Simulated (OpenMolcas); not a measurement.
A calculation on Mo2+.

```yaml
Program: OpenMolcas 26.06
Method: "MS-RASPT2, IPEA 0.25 Eh, imaginary shift 0.1 Eh (closed shells correlated: 4s)"
Basis: ANO-RCC-VQZP [8s7p5d3f2g1h]
Scalar_Hamiltonian: DKH2, point nucleus
Active_space: 10 electrons in 8 orbitals (RAS1 4p, at most 2 holes; RAS2 4d)
State_averaging: 2S+1 = 5 even, 5 roots; 2S+1 = 3 even, 45 roots; 2S+1 = 1 even, 50 roots
Spin-orbit_coupling: RASSI with atomic mean-field integrals over the reference wave functions, term energies averaged over their components
```

Q: Which level of the active space comes out lowest?

A: 4d⁴ ⁵D₀, with 98 % of that term; it is also the measured ground level.

Q: How high does 4d⁴ ⁵D₃ lie?

A: 0.1562 eV above the lowest level; measured 0.1518 eV above the ground level, so the calculation is off by +3 %.

Q: How high does 4d⁴ ³F₄(1) lie?

A: 1.879 eV above the lowest level; measured 1.7725 eV above the ground level, so the calculation is off by +6 %.

Q: How high does 4d⁴ ³P₁(1) lie?

A: 1.653 eV above the lowest level; measured 1.5511 eV above the ground level, so the calculation is off by +7 %.

Q: The level at 1.840 eV has J = 3. What is it made of, and what is its g factor?

A: 74 % 4d⁴ ³F₃(1), 25 % 4d⁴ ³G; g = 1.001, against 1.084 from Landé's formula for the pure leading term.

Measured values: Sugar and Musgrove, J. Phys. Chem. Ref. Data 17, 155 (1988).

CASPT2 does not keep the components of a term degenerate, so their means are used; among the terms shown or strongly mixed into the levels shown the widest spread is 210 cm-1 (4d⁴ ³F(1)). Active for correlation alone: 4p; no level in the range computed is led by a configuration that opens it, so any true level of that kind is missing. Computed and measured levels are paired by configuration, term and J; levels that our copy of the source lacks, or whose pairing is in doubt (as where it misses far off the trend of its configuration), stay unpaired and out of the deviations. Levels of configurations outside the active space are missing.

A number in round brackets counts repeated terms of one configuration in the order of the reference energies.
